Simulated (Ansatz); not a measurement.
B(CNMe)H3 (C₂H₆BN). Charge 0, multiplicity 3. Geometry r2SCAN-D4/def2-SVP, that of the neutral singlet; atoms count from 1.

```
atom   x (Å)   y (Å)   z (Å)
  B1  -1.235   0.734   1.503
  C2  -0.324   0.191   0.392
  N3   0.370  -0.222  -0.454
  C4   1.209  -0.718  -1.471
  H5   2.130  -1.130  -1.032
  H6   1.476   0.090  -2.167
  H7   0.693  -1.514  -2.029
  H8  -2.238   1.165   0.948
  H9  -0.601   1.615   2.070
 H10  -1.481  -0.212   2.241
```

At PBE0-D4/def2-TZVP a singlet of charge 0 lies 5.88 eV below the triplet at the same geometry.

Question: Estimate the Mulliken populations from the PBE0/def2-TZVP orbitals of Ansatz.

Answer: 
| atom | charge (e) | spin (α − β) |
| --- | --- | --- |
| B1 | -0.33 | 0.10 |
| C2 | -0.11 | 0.65 |
| N3 | 0.04 | 0.59 |
| C4 | -0.26 | -0.05 |
| H5 | 0.15 | 0.09 |
| H6 | 0.16 | 0.00 |
| H7 | 0.15 | 0.07 |
| H8 | 0.10 | 0.31 |
| H9 | 0.08 | 0.24 |
| H10 | 0.02 | 0.00 |
Mulliken values depend strongly on the basis.

Question: Where does the spin sit?

Answer: Summed by element: B 0.10, C 0.60, N 0.59, H 0.70, of 2 unpaired in all. Largest on single atoms: C2 0.65, N3 0.59, H8 0.31.

Question: And the Mayer bond orders between heavy atoms (over 0.3)?

Answer: B1–C2 1.21 (1.54 Å); C2–N3 1.93 (1.17 Å); N3–C4 1.02 (1.41 Å).
